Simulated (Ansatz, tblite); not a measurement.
Forces on GeMe3(NHiPr) (C6H17GeN) at its PBE-D4/def2-SVP geometry. Charge 0, multiplicity 1.

The xTB rows come from tblite.

GFN1-xTB (tblite), largest force 0.67 eV/Å:

```xyz
25
positions Å, forces eV/Å
Ge    0.521   -0.031   -1.008    0.148   -0.164   -0.062
C     0.070   -0.143   -2.921   -0.092   -0.012   -0.253
H    -0.349    0.820   -3.275    0.176   -0.513    0.041
H    -0.675   -0.943   -3.108    0.353    0.434   -0.012
H     0.976   -0.372   -3.518   -0.466    0.125    0.209
C     1.905    1.342   -0.728    0.166    0.213    0.024
H     2.293    1.327    0.309   -0.114    0.094   -0.534
H     1.484    2.346   -0.932    0.333   -0.405    0.117
H     2.755    1.166   -1.419   -0.383    0.182    0.369
C     1.206   -1.780   -0.383    0.162   -0.348    0.119
H     0.438   -2.568   -0.516    0.450    0.302    0.100
H     1.484   -1.739    0.689   -0.114   -0.115   -0.536
H     2.108   -2.067   -0.962   -0.487    0.066    0.351
N    -1.082    0.509   -0.217   -0.436   -0.019   -0.012
C    -1.399    0.498    1.211   -0.388    0.314    0.251
C    -0.265    1.121    2.029    0.375   -0.020    0.250
C    -1.772   -0.894    1.756   -0.010   -0.518    0.018
H    -1.884    0.191   -0.772    0.363    0.118    0.489
H    -2.294    1.153    1.351    0.329   -0.303   -0.127
H     0.650    0.490    1.997   -0.486    0.281   -0.032
H    -0.555    1.220    3.095    0.066   -0.032   -0.586
H    -0.002    2.126    1.642   -0.208   -0.497    0.151
H    -0.907   -1.587    1.698   -0.414    0.391    0.035
H    -2.103   -0.845    2.816    0.231    0.101   -0.624
H    -2.600   -1.340    1.166    0.445    0.324    0.253
```

GFN2-xTB (tblite), largest force 0.85 eV/Å:

```
Ge -0.459 0.124 0.236
C -0.192 -0.037 -0.720
H 0.245 -0.643 0.137
H 0.455 0.525 0.026
H -0.604 0.155 0.324
C 0.485 0.564 0.127
H -0.179 0.086 -0.674
H 0.367 -0.585 0.141
H -0.526 0.173 0.457
C 0.315 -0.747 0.255
H 0.537 0.405 0.104
H -0.138 -0.109 -0.664
H -0.617 0.140 0.418
N -0.012 -0.220 0.040
C -0.295 0.241 0.060
C 0.480 0.051 0.245
C -0.025 -0.532 0.128
H 0.383 0.144 0.437
H 0.315 -0.258 -0.128
H -0.617 0.326 -0.085
H 0.067 -0.051 -0.652
H -0.233 -0.642 0.169
H -0.487 0.482 0.007
H 0.243 0.080 -0.698
H 0.491 0.326 0.308
```

PBE0-D4/def2-TZVP (Ansatz), largest force 0.64 eV/Å:

```
Ge -0.060 0.012 0.018
C -0.087 -0.021 -0.297
H 0.209 -0.477 0.172
H 0.366 0.397 0.094
H -0.445 0.114 0.296
C 0.194 0.226 0.054
H -0.195 0.008 -0.516
H 0.219 -0.492 0.096
H -0.425 0.086 0.337
C 0.079 -0.254 0.124
H 0.384 0.381 0.066
H -0.133 -0.026 -0.525
H -0.453 0.154 0.282
N -0.217 -0.245 -0.119
C -0.238 0.118 0.115
C 0.188 0.044 0.058
C -0.008 -0.206 0.032
H 0.492 0.171 0.369
H 0.443 -0.318 -0.088
H -0.445 0.286 0.004
H 0.112 -0.062 -0.529
H -0.147 -0.498 0.183
H -0.409 0.349 0.022
H 0.175 0.014 -0.524
H 0.403 0.239 0.274
```
